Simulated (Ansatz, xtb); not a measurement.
Ligand exchange: HBr + AgF → HF + AgBr

Species: HBr, singlet; AgF, singlet; HF (hydrogen fluoride), singlet; AgBr (silver bromide), singlet. The partners trade Br for F: H–Br and Ag–F bonds give way to H–F and Ag–Br.

Shapes, held fixed at every level: PBE0-D4/def2-TZVP. Programs: Ansatz 0.2.0, xtb 6.7.1. The zero-point and thermal change to 298 K, harmonic and unscaled (PBE0-D4/def2-TZVP), is +8.1 kJ/mol.

Estimate ΔH(298 K) of this reaction.

The highest level, CCSD(T)/def2-TZVPP, gives ΔH(298 K) = -144.1 kJ/mol; the levels span -155.5 to -19.4. GFN1-xTB strays far from the other rows. The column of differences is taken from that level and isn't an error. No measured value is set beside it here. For atoms past krypton def2 sets carry core potentials with scalar relativity. Relativity is left out for Br. Outer-core shells of Ag, Br are correlated, in sets that cover them unevenly. Times are processor times on shared x86 and Arm servers, and rough.

```tsv
level	kind	ΔH(298 K) (kJ/mol)	less CCSD(T)/def2-TZVPP	CPU time (sum over the molecules)
GFN1-xTB	semi-empirical	-19.4	+124.7	0.11 s
HF/def2-TZVPP	Hartree–Fock	-155.5	-11.4	–
SPW92/def2-TZVPP	LDA	-140.7	+3.4	3 s
r2SCAN-D4/def2-TZVPP	meta-GGA	-135.7	+8.4	9 s
BHLYP-D4/def2-TZVPP	global hybrid	-149.7	-5.6	4.7 s
PBE0-D4/def2-TZVPP	global hybrid	-146.9	-2.8	4.5 s
wB97X-V/def2-TZVPP	range-separated hybrid	-133.3	+10.8	12 s
MP2/def2-SVP	perturbation theory	-149.6	-5.5	–
CCSD(T)/def2-TZVPP	coupled cluster or CI	-144.1	0.0	17 s
```
